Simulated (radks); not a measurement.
K2+, configuration [Ne] 3s2 3p5.

All-electron calculation, non-relativistic Kohn-Sham, TPSS, spin-polarised, spherical densities, point nucleus; open shells are filled with parallel spins first; meta-GGA in the generalised Kohn-Sham scheme. Program: a radial shooting solver on a logarithmic mesh with Libxc functionals.

Energy parts (eV):
total: -16289.175
kinetic: 16272.752
electron-nucleus: -38279.310
Hartree: 6610.611
exchange-correlation: -893.228

Orbitals (lengths in bohr, moments of r in powers of bohr; r(90%) holds 90 % of the orbital's charge):
| orbital | occ. | eigenvalue (eV) | r(90%) |
|---|---|---|---|
| 1s up | 1 | -3539.088 | 0.145 |
| 1s down | 1 | -3538.814 | 0.145 |
| 2s up | 1 | -375.9899 | 0.606 |
| 2s down | 1 | -375.7911 | 0.606 |
| 2p up | 3 | -304.2266 | 0.580 |
| 2p down | 3 | -303.9048 | 0.579 |
| 3s up | 1 | -57.1998 | 1.85 |
| 3s down | 1 | -55.7607 | 1.86 |
| 3p up | 3 | -40.0128 | 2.07 |
| 3p down | 2 | -38.6809 | 2.09 |

The highest occupied level is 3p down at -38.681 eV. The spin density at the nucleus is 0.1056 e/bohr^3 (1s -0.1103, 2s 0.1071, 3s 0.1088), a Fermi contact field of 5.54 T.
